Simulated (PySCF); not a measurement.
CH6ClNO2Si, SMILES NC[Si](O)(O)Cl. Atoms are numbered in the order given.

```xyz
12

N      2.0245    -0.4077    -1.3651
C      1.0039    -1.2074    -0.6747
Si    -0.1342    -0.2113     0.4260
O      0.8376     0.5583     1.5171
O     -1.3058    -1.0502     1.2471
Cl    -1.1105     1.1970    -0.7887
H      1.5724     0.3160    -1.9263
H      2.5909     0.0908    -0.6773
H      1.4987    -1.9813    -0.0614
H      0.4071    -1.7626    -1.4194
H      0.4132     1.1085     2.1863
H     -2.1725    -1.1295     0.8320
```

Coordinates come from a B3LYP-D3(BJ)/def2-SVP optimisation. This is a generated structure with no PubChem entry under its InChIKey; it may be hypothetical. One conformer was computed; it need not be the lowest.

These are PBE/def2-TZVP run with PySCF values and carry that method's errors.

Gas-phase values at a fixed geometry.

Computed frontier levels, gap, dipole moment and polarisability:
```json
{
  "highest_occupied_level": "-5.34 eV",
  "lowest_empty_level": "-0.43 eV",
  "orbital_gap": "4.92 eV",
  "dipole_moment": "1.52 D",
  "quadrupole, principal values (traceless, Buckingham form, about the centre of nuclear charge)": "-5.38, -3.08, 8.46 D·Å",
  "mean_static_polarisability": "64.9 bohr³ (9.62 Å³)",
  "polarisability_principal_values": "58.2, 66.0, 70.4 bohr³"
}
```
